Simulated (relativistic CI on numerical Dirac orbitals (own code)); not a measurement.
# Calculated levels, C⁵⁺

These numbers are calculated, not measured: Dirac equation for one electron, model QED (radiative potential, 1s self-energy scaled to tabulated hydrogen-like ionisation energies) (own radial code, finite nucleus).

CI space: 1s, 2s, 2p, 3s, 3p, 3d, 4s, 4p, 4d, 4f, 5s, 5p, 5d, 5f, 5g, 6s, 6p, 6d. Levels of other configurations are missing.

The lowest level is 1s ²S1/2, with 100 % of that term; Hund's rules for 1s give ²S with J = 1/2, in agreement.

```
No.  Configuration  Term    J   E (eV)    %  Landé g  Lifetime (s)
  1             1s    ²S  1/2    0.000  100    2.001              
  2             2p   ²P°  1/2  367.474  100    0.666      1.23e-12
  3             2s    ²S  1/2  367.477  100    2.002              
  4             2p   ²P°  3/2  367.533  100    1.334      1.23e-12
  5             3p   ²P°  1/2  435.547  100    0.666      4.07e-12
  6             3s    ²S  1/2  435.548  100    2.002      1.22e-10
  7             3d    ²D  3/2  435.564  100    0.799      1.19e-11
  8             3p   ²P°  3/2  435.564  100    1.334      4.07e-12
  9             3d    ²D  5/2  435.570  100    1.200      1.19e-11
 10             4p   ²P°  1/2  459.370  100    0.666      9.49e-12
 11             4s    ²S  1/2  459.370  100    2.002      1.74e-10
 12             4d    ²D  3/2  459.377  100    0.799      2.78e-11
 13             4p   ²P°  3/2  459.377  100    1.334      9.49e-12
 14             4f   ²F°  5/2  459.380  100    0.857      5.59e-11
 15             4d    ²D  5/2  459.380  100    1.200      2.79e-11
 16             4f   ²F°  7/2  459.381  100    1.143      5.59e-11
 17             5p   ²P°  1/2  470.395  100    0.666      1.84e-11
 18             5s    ²S  1/2  470.396  100    2.002      2.71e-10
 19             5d    ²D  3/2  470.399  100    0.799      5.37e-11
 20             5p   ²P°  3/2  470.399  100    1.334      1.83e-11
 21             5f   ²F°  5/2  470.400  100    0.857      1.08e-10
 22             5d    ²D  5/2  470.400  100    1.200      5.37e-11
 23             5g    ²G  7/2  470.401  100    0.889      1.81e-10
 24             5f   ²F°  7/2  470.401  100    1.143      1.08e-10
 25             5g    ²G  9/2  470.401  100    1.111      1.81e-10
 26             6p   ²P°  1/2  476.384  100    0.666      3.15e-11
 27             6s    ²S  1/2  476.384  100    2.002      4.11e-10
 28             6d    ²D  3/2  476.386  100    0.800      9.18e-11
 29             6p   ²P°  3/2  476.386  100    1.334      3.15e-11
 30             6d    ²D  5/2  476.387  100    1.200      9.18e-11
```

Energies count from the lowest computed level; ° marks odd parity; lifetimes are radiative, by E1, M1, E2, M2, E3 decay to levels of this space only; some are left blank where a channel outside the calculation adds to the decay or the decay crosses a small, uncertain gap.
